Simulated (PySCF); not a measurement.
C₂H₇FSi₂, SMILES F[SiH2]/C=C\[SiH3].

The structure is a stationary point at B3LYP-D3(BJ)/def2-SVP. The structure was generated by enumeration; whether it is a known compound was not checked. Other conformers were not sampled.

The numbers are results of PBE/def2-TZVP in PySCF, not measurements.

Symmetry labels are those of the subgroup Cs that the program uses (full group Cs).

Question: List the valence orbital energies around the gap with their symmetry. (An estimate is asked for; the answer gives what the named calculation found.)

Answer: 
```tsv
orbital	symmetry	energy (eV)
HOMO−7	A"	-10.53
HOMO−6	A'	-10.20
HOMO−5	A'	-8.90
HOMO−4	A"	-8.58
HOMO−3	A"	-8.40
HOMO−2	A'	-8.07
HOMO−1	A'	-7.28
HOMO	A"	-6.99
LUMO	A"	-2.24
LUMO+1	A'	-0.94
LUMO+2	A'	0.19
LUMO+3	A'	0.51
```
